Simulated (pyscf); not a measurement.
# Insertion: TeH₂ + Cl–Ge:–Cl [singlet] → Cl–GeH(Cl)–TeH

Gas phase, singlet surface, charge 0. Bonds broken: Te1–H2. Bonds formed: Te1–Ge4, H2–Ge4. Optimised with ωB97X-D3(BJ)/def2-SVP in PySCF.

Transition state (Å):

```xyz
6

Te     0.0729     2.2622    -0.1330
H      1.2746     0.6382    -0.7060
H      0.8373     2.0672     1.3260
Ge     0.0962    -0.4633    -0.4840
Cl    -1.4640    -0.5091    -1.9802
Cl    -0.7299    -1.1467     1.3890
```

One imaginary mode, 1080i cm⁻¹; descent along it reached the two sides named, in the forms told below.

```csv
bond,change,reactant side (Å),saddle,product side
Te1–H2,breaks,1.657,2.100,3.5
Te1–Ge4,forms,2.8,2.7,2.503
H2–Ge4,forms,3.4,1.628,1.528
```

Electronic energies relative to the separated reactants (kcal/mol):

```tsv
level	barrier	reaction energy	reverse barrier
ωB97X-D3(BJ)/def2-TZVP	20.4	-33.7	54.1
PBE/def2-TZVP	14.8	-20.7	35.5
r²SCAN/def2-TZVP	13.7	-27.0	40.8
B3LYP-D3(BJ)/def2-TZVP	20.1	-21.7	41.8
PBE0-D3(BJ)/def2-TZVP	15.4	-28.2	43.6
M06-2X/def2-TZVP	21.5	-27.8	49.3
ωB97M-D3(BJ)/def2-TZVP	27.2	-22.3	49.5
HF/def2-TZVP	42.4	-23.7	66.1
```

With ωB97M-D3(BJ)/def2-TZVP energies and thermal terms (ideal gas, 1 atm, RRHO with modes under 100 cm⁻¹ raised to 100, one conformer, R ln 2 for chiral ones without a mode under 150 cm⁻¹), in kcal/mol:

```json
[
 {"T (K)": "298", "ΔH‡": "27.2", "ΔG‡": "37.9", "ΔH": "-20.3", "ΔG": "-9.7"},
 {"T (K)": "600", "ΔH‡": "27.7", "ΔG‡": "48.5", "ΔH": "-19.5", "ΔG": "+0.8"},
 {"T (K)": "900", "ΔH‡": "28.4", "ΔG‡": "58.8", "ΔH": "-18.4", "ΔG": "+10.7"},
 {"T (K)": "1200", "ΔH‡": "29.1", "ΔG‡": "68.8", "ΔH": "-17.3", "ΔG": "+20.2"}
]
```

On the reactant side the descent ends in an adduct with a Ge–Te contact, 14.9 kcal/mol under the separated species and 35.3 kcal/mol under the saddle at ωB97X-D3(BJ)/def2-TZVP. What is counted as formed (Ge–Te) is already present as a longer contact in the reactant adduct; forming that adduct is a step of its own. This is the saddle that the search found; another between the same sides may lie lower. Elements up to Kr have no core potential and no relativistic terms here. Elements past Kr carry the def2 core potentials, without spin-orbit coupling.
